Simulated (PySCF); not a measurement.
**Orbital energies and ionisation energy**

Species: C6H11B.
Numbering: `[BH2:1]/[C:2](=[CH:3]/[CH3:4])[C:5](=[CH2:6])[CH3:7]` (hydrogens: H8, H9 on B1; H10 on C3; H11, H12, H13 on C4; H14, H15 on C6; H16, H17, H18 on C7)

Structure used (PBE0-D3(BJ)/def2-SVP), in Å, numbered top down from 1:
```xyz
18
C6H11B angstrom
B     -0.0362    1.4332    1.6299
C      0.0740    0.5646    0.3626
C      1.1269    0.8106   -0.4642
C      1.5114    0.0793   -1.6997
C     -0.9194   -0.5098    0.0864
C     -1.7101   -0.4775   -0.9957
C     -1.0030   -1.6060    1.1072
H     -0.8777    1.2251    2.4743
H      0.7390    2.3512    1.7831
H      1.7882    1.6386   -0.1787
H      0.8736   -0.7947   -1.8874
H      2.5660   -0.2371   -1.6401
H      1.4463    0.7492   -2.5750
H     -2.4558   -1.2574   -1.1758
H     -1.6503    0.3391   -1.7203
H     -0.0449   -2.1478    1.1739
H     -1.7967   -2.3276    0.8677
H     -1.1982   -1.1903    2.1092
```

Level: wB97X-D/def2-SVPD (PySCF). Frontier orbitals with their largest atomic shares (Löwdin; up to four atoms above 4 %):

```tsv
orbital	ε (eV)	main atoms
HOMO−3	-11.04	B1 33 %, H8 22 %, C2 11 %, C3 10 %
HOMO−2	-10.91	B1 21 %, C2 17 %, H9 14 %, C5 14 %
HOMO−1	-9.83	C2 29 %, C3 21 %, C5 11 %, C6 8 %
HOMO	-8.75	?
LUMO	0.03	B1 35 %, C3 24 %, C2 16 %, H8 6 %
LUMO+1	1.94	C5 26 %, C6 23 %, B1 13 %, C2 7 %
LUMO+2	2.07	B1 34 %, C4 10 %, C6 8 %, C7 7 %
```

Question: What vertical ionisation energy does ΔSCF give, and how far is −ε(HOMO) from it?

Answer: ΔSCF: 8.83 eV (852 kJ/mol; threshold wavelength 140 nm); ⟨S²⟩ of the doublet left behind is 0.764, against 0.75 for a pure doublet. −ε(HOMO) is 8.75 eV, 0.08 eV below it. In exact Kohn–Sham theory the two would be equal; wB97X-D (range-separated hybrid) comes within 0.08 eV of that here.

Question: On which atoms does the HOMO lie?

Answer: C6 (terminal =CH2 carbon) 31 %, C5 (fully substituted alkene carbon) 25 %, C2 (fully substituted alkene carbon) 11 %, C3 (alkene CH carbon) 10 %, so no atom holds as much as 40 %. The HOMO−1 lies 1.08 eV lower.

Question: What kinetic energy would electrons from this vertical process carry with He II light (40.814 eV)?

Answer: 40.81 − 8.83 = 31.98 eV.

Question: With α = 90.9 au, estimate the like-pair dispersion coefficient by London's formula C6 = (3/4)α²I.

Answer: I = 0.3246 Eh, so C6 ≈ 2010 au, a rough estimate.

Question: How many of the 10 lowest singlet excitations (vertical TDDFT, same level) lie below the ionisation energy?

Answer: All 10; they run from 4.64 to 7.75 eV.

Question: Shift the occupied levels rigidly so that −ε(HOMO) equals the ΔSCF value. What binding energies result?

Answer: The shift is +0.08 eV: HOMO 8.83, HOMO−1 9.91, HOMO−2 10.99, HOMO−3 11.12 eV. A rigid shift is only a rough guide to the deeper ionisations.

Geometry: PBE0-D3(BJ)/def2-SVP, one conformer, isolated molecule.

wB97X-D is run here without its empirical dispersion term; that term would change no orbital, density or response property at a fixed geometry.
